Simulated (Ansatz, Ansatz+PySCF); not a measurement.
```csv
atom,x (Å),y (Å),z (Å)
P,0.0000,0.0000,0.0000
O,0.0000,0.0000,1.4760
```

Basis set: def2-SVP (spherical functions). Left uncorrelated: 6 orbitals. Correlation on ROHF uses semicanonical orbitals with singles. Charge 0, multiplicity 2.

Computed with Ansatz (development build ahead of 0.2.0); each method stands on the lowest determinant of its kind that the runs found.

Problem. Give the atomization energy at this shape (free ground-state atoms in the same class of orbitals less the molecule, no zero-point energy) of doublet PO by ROHF-CCSD(T), ROHF-MP2, UHF-MP2, ROHF.

Solution.

```
      method  atomization energy
ROHF-CCSD(T)             4.95 eV
    ROHF-MP2             5.36 eV
     UHF-MP2             5.30 eV
        ROHF             2.05 eV
```
